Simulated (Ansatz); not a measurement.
Consider the hydrogenolysis of a C–C bond: `C[CH2][Al]([OH])[OH]` + H₂ → `[CH3][Al]([OH])[OH]` + CH₄.

Gas-phase electronic energies from Ansatz, PBE0-D4/def2-TZVP geometries. CCSD(T)/CBS is the MP2 limit (def2-TZVPP, def2-QZVPP) plus CCSD(T) − MP2 in def2-TZVPP, frozen cores. This one scheme is used for every species. Functionals use def2-TZVPP. B3LYP here is the variant with VWN-RPA as its local correlation; programs differ in this. Each species was taken in one conformer, which may not be the lowest.

CCSD(T)/CBS gives -85.8 kJ/mol.

Q: Another level gave -88.7 kJ/mol. Which?
A. MP2/def2-TZVPP
B. revPBE-D4/def2-TZVPP
C. B97M-V/def2-TZVPP
D. B3LYP-D4/def2-TZVPP

A: D. B3LYP-D4 -88.7, MP2/def2-TZVPP -84.5, B97M-V -95.9, revPBE-D4 -78.7 kJ/mol.

Largest T1 diagnostic among the species: 0.012.

Leaving LDA and LC-ωPBE aside and taking each functional with its dispersion term where it has one, the values spread over 17.2 kJ/mol, from B97M-V to revPBE-D4. LDA lies +5.9 kJ/mol from PBE without D4. In def2-TZVPP, CCSD(T) changes the Hartree–Fock value by +17.0 kJ/mol (the triples alone add +3.4 kJ/mol) and MP2 by +19.1 kJ/mol. The D4 term adds +7.8 kJ/mol with B3LYP and +4.3 kJ/mol with PBE0; it sums over pairs of atoms, weighted by their polarisabilities, and B3LYP, whose exchange is more repulsive, gets the larger term.
